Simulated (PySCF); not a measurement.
Ga(H)2(iPr) (C3H9Ga), SMILES C[CH](C)[GaH2]. Atoms are numbered in the order given.

```xyz
13

Ga    -1.0579     0.0164     0.0000
H     -1.8468     0.1496     1.3643
H     -1.8468     0.1496    -1.3643
C      0.9048    -0.3700     0.0000
C      1.6097     0.1163     1.2730
C      1.6097     0.1163    -1.2730
H      0.9308    -1.4795     0.0000
H      2.6687    -0.2000     1.2919
H      1.6054     1.2178     1.3432
H      1.1316    -0.2702     2.1874
H      1.1316    -0.2702    -2.1874
H      2.6687    -0.2000    -1.2919
H      1.6054     1.2178    -1.3432
```
Charge 0, spin multiplicity 1.

Geometry: B3LYP-D3(BJ)/def2-SVP. The structure was generated by enumeration; whether it is a known compound was not checked.

Calculation: r2SCAN/def2-TZVP run with PySCF.

Symmetry labels are those of the subgroup Cs that the program uses (full group Cs).

Computed valence orbital energies around the gap with their symmetry:
```csv
orbital,symmetry,energy (eV)
HOMO−7,A',-11.21
HOMO−6,A",-10.13
HOMO−5,A',-10.08
HOMO−4,A",-9.54
HOMO−3,A",-8.47
HOMO−2,A',-8.38
HOMO−1,A",-7.31
HOMO,A',-6.24
LUMO,A',-1.97
LUMO+1,A',0.57
LUMO+2,A',1.21
LUMO+3,A",1.96
```
